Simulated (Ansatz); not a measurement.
Gas-phase electronic energies from Ansatz, PBE0-D4/def2-TZVP geometries. CCSD(T)/CBS adds triple-zeta CCSD(T) − MP2 to the extrapolated MP2 energy (def2 sets, frozen cores). Functionals use def2-TZVPP. B3LYP here is the variant with VWN-RPA as its local correlation; programs differ in this. For Br outer-core shells are correlated without core-valence functions, which leaves a few kJ/mol of doubt a bond. Scalar relativity is left out up to krypton. Each species was taken in one conformer, which may not be the lowest.

`C[Si](N)(O)Br` + `COC(C)C` → `CO[Si](C)(N)O` + `CC(C)Br`  (formal exchange of groups at the Si–Br bond)

Task: Is it downhill or uphill in electronic energy at CCSD(T)/CBS, and by how much? (Best estimate.)

Result: The calculation gave: Downhill: ΔE = -22.5 kJ/mol.

Task: What do these levels give: r2SCAN-D4, PBE0-D4, B3LYP-D4, B2PLYP, PBE0, B3LYP, HF/def2-TZVPP, CCSD/def2-TZVPP, CCSD(T)/def2-TZVPP, HF/def2-QZVPP, SCS-MP2/def2-QZVPP, CCSD/CBS(def2)? (An estimate is asked.)

Result: Computed: r2SCAN-D4 -16.2, PBE0-D4 -12.7, B3LYP-D4 -21.3, B2PLYP -23.1, PBE0 -12.4, B3LYP -20.6, HF/def2-TZVPP -21.7, CCSD/def2-TZVPP -24.9, CCSD(T)/def2-TZVPP -24.7, HF/def2-QZVPP -22.7, SCS-MP2/def2-QZVPP -26.4, CCSD/CBS(def2) -22.7 kJ/mol.

Largest T1 diagnostic among the species: 0.011.
